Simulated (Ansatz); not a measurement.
Stepwise reaction of `O[Si](F)(F)F` with water, as a gas-phase model of exchange steps in deposition or etching. ΔE in kJ/mol; ΔG adds harmonic PBE0-D4 terms to CCSD(T)/CBS, at 1 bar.

Program: Ansatz. Geometries: PBE0-D4/def2-TZVP. ΔE: electronic, gas phase. CCSD(T)/CBS is the MP2 limit (def2-TZVPP, def2-QZVPP) plus CCSD(T) − MP2 in def2-TZVPP, frozen cores. This one scheme is used for every species. Functionals use def2-TZVPP. B3LYP here is the variant with VWN-RPA as its local correlation; programs differ in this. One conformer a species, not always the lowest.

| step | reaction | PBE-D4 | B3LYP-D4 | ωB97M-V | CCSD(T)/CBS | ΔG(600 K) |
| --- | --- | --- | --- | --- | --- | --- |
| 1 | `O[Si](F)(F)F` + H₂O → `O[Si](O)(F)F` + H–F | 33.9 | 35.8 | 35.7 | 36.6 | 40.5 |
| 2 | `O[Si](O)(F)F` + H₂O → `O[Si](O)(O)F` + H–F | 36.5 | 38.2 | 38.2 | 38.6 | 41.3 |

(1) Give the row of step 3, `O[Si](O)(O)F` + H₂O → `O[Si](O)(O)O` + H–F. (An estimate is asked.)

(2) By hand: ΔE of the 3 steps together at CCSD(T)/CBS.

Answers

(1) Ansatz gave: 
```
step                                     reaction  PBE-D4  B3LYP-D4  ωB97M-V  CCSD(T)/CBS  ΔG(600 K)
   3  `O[Si](O)(O)F` + H₂O → `O[Si](O)(O)O` + H–F    37.5      40.2     39.6         39.4       46.1
```

(2) (36.6) + (38.6) + (39.4) = 114.6 kJ/mol, or 38.2 kJ/mol a step.

In ΔE the steps differ by no more than 2.8 kJ/mol. All are uphill at CCSD(T)/CBS. ΔG lies between 40.5 and 46.1 kJ/mol a step. PBE-D4 differs from CCSD(T)/CBS by -2.7 to -1.9 kJ/mol a step. Isolated molecules leave out the surface, adducts and barriers. Largest T1 diagnostic: 0.011.
